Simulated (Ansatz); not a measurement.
The cluster Al2F6, relaxed as a singlet with RKS B3LYP-D4/def2-SVP in Ansatz, starting from the GFN2-xTB geometry. Force threshold 0.02 eV/Å.

The structure comes from a short search, and lower isomers may exist.

Start:

```
atom   x (Å)   y (Å)   z (Å)
 Al1   0.462  -0.248   1.249
 Al2  -0.462   0.247  -1.245
  F3   0.277  -0.586  -2.424
  F4   0.782   0.868  -0.117
  F5  -0.281   0.585   2.426
  F6   1.676  -1.322   1.316
  F7  -1.672   1.324  -1.325
  F8  -0.782  -0.868   0.120
```

```csv
step,energy (eV),largest force component (eV/Å),SCF passes
1,-29493.1870,0.818,14
2,-29493.2512,0.461,19
3,-29493.2991,0.117,18
4,-29493.3003,0.003,19
```

Force components are those of the run's own axes.

End:

Cartesian coordinates in Å:
```
Al 0.476 -0.253 1.280
Al -0.476 0.253 -1.280
F 0.226 -0.550 -2.533
F 0.780 0.867 -0.119
F -0.225 0.550 2.534
F 1.705 -1.335 1.443
F -1.705 1.335 -1.444
F -0.780 -0.867 0.119
```

By distances, no bond broke or formed. The bond that changes most is Al2–F4, from 1.79 to 1.82 Å (atoms count from 1).

No frequencies were taken in this run, so the end may be a saddle point.

Hardware: 4 threads of Arm Neoverse V1 on a shared host. Wall time 6 s.
